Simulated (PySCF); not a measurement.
SMILES C[S]=O, doublet at its PBE0/def2-SVP optimised geometry (Å):

```
6

C      0.9251    -0.2089     0.0000
S     -0.8829    -0.2089     0.0000
O     -1.2906     1.2541     0.0000
H      1.2906     0.3062    -0.9003
H      1.2684    -1.2541     0.0020
H      1.2902     0.3095     0.8986
```

Computed with unrestricted PBE0/def2-TZVP (PySCF). Cells within 0.4 Å of a nucleus heavier than hydrogen are left out (blank, or x).

Map of the Laplacian of the electron density (e/bohr⁵), clipped to [-1.50, 1.50] on the plane z = 0.0 Å:

```
|555555555555555555555555555|
|555555555555555555555555555|
|555555555555555555555555555|
|555555555555555555555555555|
|555555555555555555555555555|
|555555555555555555555555555|
|555555666665555555555555555|
|55555564x066555555555555555|
|5555566xxx36555555555555555|
|5555556xxx46555555555555555|
|555555651256555555555555555|
|555555564345555555555555555|
|555555555998455554555555555|
|555555559xx94445xx555555555|
|555555549xxx533xxx755555555|
|555555547xx94444xx355555555|
|555555543465555531355555555|
|555555555445555540045555555|
|555555555555555551055555555|
|555555555555555555555555555|
|555555555555555555555555555|
|555555555555555555555555555|
|555555555555555555555555555|
|555555555555555555555555555|
|555555555555555555555555555|
|555555555555555555555555555|
|555555555555555555555555555|
```
Scale: ten equal steps from -1.50 (start of '0') to 1.50 (end of '9'), in the order '0123456789'; x runs from -3.50 to 3.50, y from -3.50 (bottom) to 3.50 (top).
